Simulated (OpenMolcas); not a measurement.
An OpenMolcas run meant for Er V (ANO-R3, X2C; inactive shells 1s 2s 2p 3s 3p 3d 4s 4p 4d 5s 5p; intended active space 10 electrons in 7 orbitals (4f)). One step of its input:

```
&CASPT2
Multistate=30 1 2 3 4 5 6 7 8 9 10 11 12 13 14 15 16 17 18 19 20 21 22
23 24 25 26 27 28 29 30
Frozen=14 9
IPEA=-0.5
Imaginary=0.1
MaxIter=60
WThr=0.0 0.3 0.05
PrWF=0.5
NoMix
```

The run finished. Its levels beside those of a sound run (SS-CASPT2, IPEA 0.25 Eh, imaginary shift 0.1 Eh (closed shells correlated: 5s 5p)), in cm⁻¹ above each run's lowest level:

| Level | This run | Usual run |
| --- | --- | --- |
| 4f¹⁰ ⁵I₈ | 0.0 | 0.0 |
| 4f¹⁰ ⁵I₇ | 6208 | 6189 |
| 4f¹⁰ ⁵I₆ | 10561 | 10568 |
| 4f¹⁰ ⁵I₅ | 13504 | 13578 |
| 4f¹⁰ ⁵I₄ | 15907 | 15983 |
| 4f¹⁰ ⁵F₅ | 17655 | 18608 |
| 4f¹⁰ ⁵F₄ | 22457 | 23439 |
| 4f¹⁰ ⁵S₂ | 23778 | 24839 |
| 4f¹⁰ ⁵F₃ | 24571 | 25625 |
| 4f¹⁰ ⁵F₂ | 25277 | 26394 |
| 4f¹⁰ ³K₈ | 26149 | 26603 |
| 4f¹⁰ ⁵F₁ | 25493 | 26649 |
| 4f¹⁰ ⁵G₆ [72 %] | 26854 | 27726 |

Q: Which setting is unsound, and how much does it matter here?

A: The IPEA shift is negative. Against the sound run the excited levels shown move by 650 cm-1 on average and by 1200 cm-1 at most.

CASPT2 does not keep the components of a term degenerate, so their means are used; among the terms shown or strongly mixed into the levels shown the widest spread is 3200 cm-1 (4f¹⁰ ³G, this run). Over all roots computed the reference weight is 0.85 to 0.90 in this run; the roots of lowest weight are the least certain, and an intruder state may touch them. High states are left out of the spin-orbit mixing, which shifts the levels that they would mix with. The CASPT2 spread within a term exceeds the gap to the next term for 4f¹⁰ ⁵S and 4f¹⁰ ⁵F, so the order of their levels is uncertain, and so are names and mixing where such terms share a J (figures for the sound run; the like holds for this run). Levels of configurations outside the active space are missing.

A share in square brackets marks a mixed level and gives the weight of the term that names it, the lowest over the columns.
